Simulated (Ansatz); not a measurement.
Consider the formal hydrolysis of a C–C bond: `CC(C)CC(=O)c1ccccc1` + H₂O → `O=C(O)c1ccccc1` + `CC(C)C`.

Program: Ansatz. Geometries: PBE0-D4/def2-TZVP. ΔE: electronic, gas phase. CBS: MP2 limit from def2 TZ/QZ plus the TZ coupled-cluster correction, frozen cores. This one scheme is used for every species. One conformer a species, not always the lowest.

```tsv
species	CCSD(T)/CBS(def2) energy (Eh)
`CC(C)CC(=O)c1ccccc1`	-502.19668
H₂O	-76.37941
`O=C(O)c1ccccc1`	-420.34579
`CC(C)C`	-158.24397
```

Work out ΔE.

ΔE = (-420.34579) + (-158.24397) − (-502.19668) − (-76.37941) = -0.01367 Eh = -8.6 kcal/mol.

Largest T1 diagnostic among the species: 0.014.

From BLYP to BHLYP (50 % exact exchange), in def2-TZVPP and without D4, ΔE moves by +1.4 kcal/mol. In def2-TZVPP, CCSD(T) changes the Hartree–Fock value by +7.3 kcal/mol (the triples alone add +0.8 kcal/mol) and MP2 by +8.6 kcal/mol. Leaving LDA and LC-ωPBE aside and taking each functional with its dispersion term where it has one, the values, not all of them listed here, spread over 2.4 kcal/mol, from r2SCAN-D4 to revPBE-D4. LDA lies +1.1 kcal/mol from PBE without D4.
